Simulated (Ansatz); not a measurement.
System: CH$_{4}$NO, charge 1, singlet. CH4NO+ (SMILES NC=[OH+]).
B3LYP-D3(BJ)/def2-TZVP minimum from Ansatz (an electronic-structure program):
```
C
O 1 1.2832
H 2 0.9748 1 116.72
N 1 1.2951 2 126.53 3 0.00
H 4 1.0136 1 119.67 2 180.00
H 4 1.0146 5 116.81 1 180.00
H 1 1.0857 2 114.29 3 -180.00
```
Charge +1, spin multiplicity 1.

Total energies in cc-pVDZ, 18 correlated electrons, 3 frozen orbitals. Radicals and triplets start from unrestricted determinants; spin-orbit coupling is neglected. Cores are frozen in correlated methods. No relativity.

```tsv
method	program	energy (Eh)	minus CCSDT(Q) (mEh)
HF	Ansatz	-169.28572	515.51
MP2	Ansatz	-169.76098	40.25
CCSD	Ansatz	-169.78499	16.24
CCSD(T)	Ansatz	-169.79936	1.87
CCSDT(Q)	Ansatz	-169.80123	0.00
```

Rough core times of Ansatz's runs on a shared machine: CCSD(T) under 20 s, CCSDT(Q) 3 min.
